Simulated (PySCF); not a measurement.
# Dipole response of S+ (sulfur, charge +1)

[Ne] 3s2 3p3, high-spin 4S determinant. All numbers are calculated (PySCF 2.14, no relativity, point nucleus, in dyall-acv3z). Coupled (time-dependent) response in atomic units; α is the mean over directions.

| method | mean α (bohr³) | C₆ (like pair) | S(−4) |
| --- | --- | --- | --- |
| UHF | 10.91 | 53.61 | 34.62 |
| PBE | 11.02 | 54.37 | 34.19 |
| PBE0 | 10.89 | 53.53 | 33.19 |
| r2SCANh | 10.85 | 54.82 | 31.39 |
| PBEsol | 11.05 | 54.55 | 34.35 |

S(−4) is the Cauchy moment in α(ω) = α(0) + S(−4) ω² + …

α(iu) at r2SCANh:

```tsv
u (hartree)	α(iu) (bohr³)
0	10.85
0.0500	10.78
0.100	10.55
0.200	9.749
0.300	8.678
0.500	6.486
0.750	4.408
1.00	3.082
1.50	1.703
2.00	1.076
3.00	0.5551
5.00	0.2456
```

For an ion, C₆ is the dispersion term alone; charge-induced terms of lower order in 1/R come first.
